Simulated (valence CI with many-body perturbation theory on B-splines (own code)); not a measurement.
Level structure of Se XXII

Computed by configuration interaction combined with many-body perturbation theory (CI+MBPT): three valence electrons over a frozen Dirac-Fock core [Ne], radial functions for each j: 11 s, 11 p, 10 d, 8 f, 5 g, 2 h, with the one-electron correlation potential Σ1, the two-electron term Σ2, the three-electron term Σ3, Breit, model QED; selected CI, second order for the rest, scaled by the run's own slope (own B-spline code, finite nucleus).

No measured spectrum was set against this ion. As an estimate, levels of excited configurations hold to 0.05 to 0.15 % of their energy, terms of the ground configuration to about 0.5 %.

Levels 136 to 151 of 151, with energies above the lowest level, 3s2 3p 2P°_1/2. "Leading %" is the weight of the configuration and term that name the level; weights of strongly mixed levels are sums over their largest components and can fall short. In the jj column 3d3/2^4 stands for four electrons in 3d with j = 3/2.

| No. | Configuration | Term | J | E (eV) | Leading % | g | Leading jj | Second component |
| --- | --- | --- | --- | --- | --- | --- | --- | --- |
| 136 | 3d3 | 4P | 1/2 | 373.31 | 94 | 2.568 | 3d3/2^2 3d5/2 (74 %) | 5 % 3d3 2P |
| 137 | 3d3 | 4P | 3/2 | 373.32 | 85 | 1.657 | 3d3/2^2 3d5/2 (57 %) | 11 % 3d3 2P |
| 138 | 3d3 | 4P | 5/2 | 374.28 | 98 | 1.592 | 3d3/2 3d5/2^2 (64 %) |  |
| 139 | 3d3 | 2H | 11/2 | 374.76 | 100 | 1.089 | 3d3/2 3d5/2^2 (100 %) |  |
| 140 | 3d3 | 2H | 9/2 | 375.12 | 51 | 1.008 | 3d5/2^3 (55 %) | 47 % 3d3 2G |
| 141 | 3d3 | 2D | 3/2 | 376.21 | 63 | 1.022 | 3d3/2 3d5/2^2 (68 %) | 23 % 3d3 2P |
| 142 | 3d3 | 2P | 1/2 | 377.07 | 93 | 0.765 | 3d3/2 3d5/2^2 (74 %) | 5 % 3d3 4P |
| 143 | 3d3 | 2D | 5/2 | 377.70 | 97 | 1.202 | 3d3/2 3d5/2^2 (58 %) |  |
| 144 | 3d3 | 2P | 3/2 | 378.79 | 64 | 1.175 | 3d5/2^3 (84 %) | 31 % 3d3 2D |
| 145 | 3d3 | 2F | 7/2 | 381.23 | 98 | 1.140 | 3d3/2 3d5/2^2 (76 %) |  |
| 146 | 3d3 | 2F | 5/2 | 381.52 | 97 | 0.861 | 3d3/2 3d5/2^2 (50 %) |  |
| 147 | 3d3 | 2D | 5/2 | 390.47 | 96 | 1.195 | 3d3/2^2 3d5/2 (45 %) |  |
| 148 | 3d3 | 2D | 3/2 | 390.68 | 98 | 0.798 | 3d3/2 3d5/2^2 (86 %) |  |
| 149 | 3s2 4s | 2S | 1/2 | 399.63 | 97 | 2.001 | 3s^2 4s (97 %) |  |
| 150 | 3s2 4p | 2P° | 1/2 | 422.41 | 95 | 0.665 | 3s^2 4p1/2 (95 %) |  |
| 151 | 3s2 4p | 2P° | 3/2 | 425.80 | 95 | 1.333 | 3s^2 4p3/2 (95 %) |  |

Names give the largest LS component (configuration and term), which can be under half, so a name can repeat, a term be missing and a line seem to break the LS rules; names also repeat where a configuration has a term twice.
